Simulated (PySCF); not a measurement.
Positional isomers: butadiene methyl+boryl. Gas-phase values, no solvent. One relaxed conformer stands for each flexible species; it need not be the lowest. Strings in code marks are SMILES.

All values below come from CAM-B3LYP-D3(BJ)/def2-TZVP run with PySCF. All candidates: neutral, multiplicity 1. Delta-SCF ions had no search for a lower state. Excitations are Tamm–Dancoff values on a coarser integration grid. The basis has no diffuse functions, so Rydberg states are missing or too high.

The HOMO is -8.40 eV and the vertical ionisation energy (Delta-SCF) is 9.09 eV. The brightest of the four lowest singlets (TDA) is 5.00 eV.

### Question
Say which member has these values.
(A) `B/C=C(/C)C=C`
(B) `BC(=C)C(=C)C`
(C) `B/C(C=C)=C\C`
(D) `B/C=C/C=C/C`

### Answer
A, `B/C=C(/C)C=C`. The others give `B/C(C=C)=C\C`: -7.94 eV, 8.67 eV, 6.35 eV; `BC(=C)C(=C)C`: -8.19 eV, 8.91 eV, 6.27 eV; `B/C=C/C=C/C`: -8.19 eV, 8.86 eV, 5.09 eV
